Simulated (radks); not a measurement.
Problem. Charge is removed step by step from the 2p down level of the rhodium ion Rh2+, starting from [He] 2s2 2p(up 3, down 3) 3s2 3p6 3d10 4s2 4p6 4d7. All-electron calculation, scalar-relativistic Kohn-Sham, r2SCAN, spin-polarised, spherical densities, finite nucleus; open shells are filled with parallel spins first (spin-orbit coupling, left out, can overturn this in heavy ions); meta-GGA in the generalised Kohn-Sham scheme; Fermi nuclear charge, rms radius 4.4945 fm. Program: a radial shooting solver on a logarithmic mesh with Libxc functionals. At the starting occupation the eigenvalue is -3029.4 eV. Estimate the energy to remove one whole electron from this level, the eigenvalue at the end, and how far E(n) bends from a straight line.

Solution. Delta-SCF 3083.0 eV; final eigenvalue -3141.7 eV; the deviation from the straight line is -14.041 eV at 0.5 electron removed, the largest on the grid computed. Slater's transition state (half an electron removed) gives 3085.4 eV. Integrating minus the eigenvalue over the occupation (Janak's theorem) gives 3085.4 eV. In this scalar-relativistic scheme the density is built from large components alone, so the theorem holds only approximately. The mean slope of the eigenvalue, de/dn, is 112 eV per electron.
